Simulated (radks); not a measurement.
Question: Er XXXIX, 30 electrons, occupied as [Ar] 3d10 4s2. Method: Dirac Kohn-Sham, relativistic LDA (MacDonald-Vosko exchange, VWN5 correlation), spin-unpolarised, spherical densities, finite nucleus; Fermi nuclear charge, rms radius 5.2516 fm; computed with a radial shooting solver on a logarithmic mesh with Libxc functionals. Some entries of the table are withheld. Estimate them.

orbital  occ.  eigenvalue (hartree)  <r> (bohr)  <1/r> (bohr^-1)
1s1/2       2             -2153.767     0.02046            77.20
2s1/2       2             -412.6841     0.08605            18.61
2p1/2       2             -396.6763     0.07154              (1)
2p3/2       4             -363.2353     0.07874              (2)
3s1/2       2             -136.7348      0.2218            6.938
3p1/2       2                   (3)      0.2110              (4)
3p3/2       4                   (5)      0.2237              (6)
3d3/2       4                   (7)      0.1959            6.124
3d5/2       6                   (8)      0.1999            5.971
4s1/2       2             -65.66937      0.4444            3.371

Answer: 
(1) 2p1/2 <1/r> (bohr^-1): 18.59
(2) 2p3/2 <1/r> (bohr^-1): 16.14
(3) 3p1/2 eigenvalue (hartree): -129.7492
(4) 3p1/2 <1/r> (bohr^-1): 6.862
(5) 3p3/2 eigenvalue (hartree): -122.4281
(6) 3p3/2 <1/r> (bohr^-1): 6.237
(7) 3d3/2 eigenvalue (hartree): -110.6040
(8) 3d5/2 eigenvalue (hartree): -108.9683
